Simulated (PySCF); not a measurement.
**Shieldings and the share of exact exchange**

Molecule: `InChI=1S/C3H8FNSi/c1-3(2-4)6-5/h1-2,5-6H2`.

Atom-mapped SMILES (the numbers label the heavy atoms): `[CH2:1]=[C:2]([CH2:3][F:4])[SiH2:5][NH2:6]`. Hydrogens are named by the atom that carries them. Ha(C1) is cis to C3; Hb(C1) is trans to C3.

GIAO shieldings (ppm, equivalent atoms averaged) in PySCF on the PBE0-D3(BJ)/def2-SVP geometry, basis pcSseg-1, gas phase, non-relativistic:

| functional | exact exchange (%) | σ(C3) | σ(F4) | σ(Si5) |
| --- | --- | --- | --- | --- |
| BLYP | 0 | 84.5 | 403.6 | 367.8 |
| BP86 | 0 | 89.8 | 407.1 | 375.6 |
| PBE | 0 | 90.1 | 405.4 | 375.8 |
| B3LYP | 20 | 91.4 | 418.0 | 380.3 |
| PBE0 | 25 | 98.2 | 422.3 | 391.3 |
| mPW1PW91 | 25 | 97.4 | 422.4 | 390.2 |
| HF | 100 | 114.4 | 452.5 | 432.5 |

(1) Fit each shielding as a line in the percentage of exact exchange.

(2) What does the line predict for BHandHLYP (50 %), and what does the run give?

Answers

(1) σ(C3) = 88.7 + 0.26 x (rms 2.4 ppm); σ(F4) = 407.3 + 0.47 x (rms 2.5 ppm); σ(Si5) = 373.1 + 0.60 x (rms 3.4 ppm). The functionals also differ in their semilocal parts, which the line can't hold; Hartree–Fock has no correlation at all.

(2) σ(C3): 101.7 predicted, 100.4 computed; σ(F4): 430.8 predicted, 434.0 computed; σ(Si5): 403.1 predicted, 399.0 computed ppm.
